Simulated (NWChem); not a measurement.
System: CoF2, quartet; SMILES [F][Co][F]

This spin state was assumed; another may lie lower.

Question: Give the equilibrium geometry at PBE0/def2-SVP, spin-unrestricted (NWChem) as a list of bonds and angles, with the point group.

Answer: point group D*h; any orientation.
Bonds (Å): Co1–F2 1.711, Co1–F3 1.711. Angles (°): F2–Co1–F3 180.0.
